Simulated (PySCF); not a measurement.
Ligand exchange on a metal centre used in film growth or etching (Zr F-H). Isolated molecules, 0 K electronic values unless said otherwise. In the def2 sets, heavy atoms carry core potentials. All members: neutral, multiplicity 1. Level: B3LYP-D3(BJ)/def2-TZVP // BP86-D3(BJ)/def2-SVP (PySCF), beside PBE-D3(BJ)/def2-TZVP // BP86-D3(BJ)/def2-SVP (PySCF) at the same geometries. B3LYP has the VWN-RPA correlation part, as in Gaussian. 

```tsv
species	HOMO–LUMO gap, PBE (eV)	HOMO–LUMO gap, B3LYP-D3(BJ) (eV)
[Zr(H)4]	3.69	5.58
[Zr(F)(H)3]	3.91	withheld
[Zr(F)2(H)2]	3.98	5.82
[Zr(F)3(H)]	4.84	6.70
[Zr(F)4]	7.79	10.13
```

Problem. Fit y = a + b·x, y being the HOMO–LUMO gap at the first level, to the 4 complete rows by least squares, with x = the PBE value in eV. Give a, b and the rms residual, and predict the withheld value.

Solution. Means of the 4 rows: x̄ = 5.075, ȳ = 7.0575 eV. Σ(x − x̄)² = 10.544 and Σ(x − x̄)(y − ȳ) = 11.827, so b = 1.122 and a = ȳ − b·x̄ = 1.363 eV. The rms residual is 0.062 eV. At x = 3.91 the line gives 5.75 eV. The run for [Zr(F)(H)3] gave 5.76 eV, so the line is off by 0.01 eV, within twice the rms residual.

Codes: PySCF.
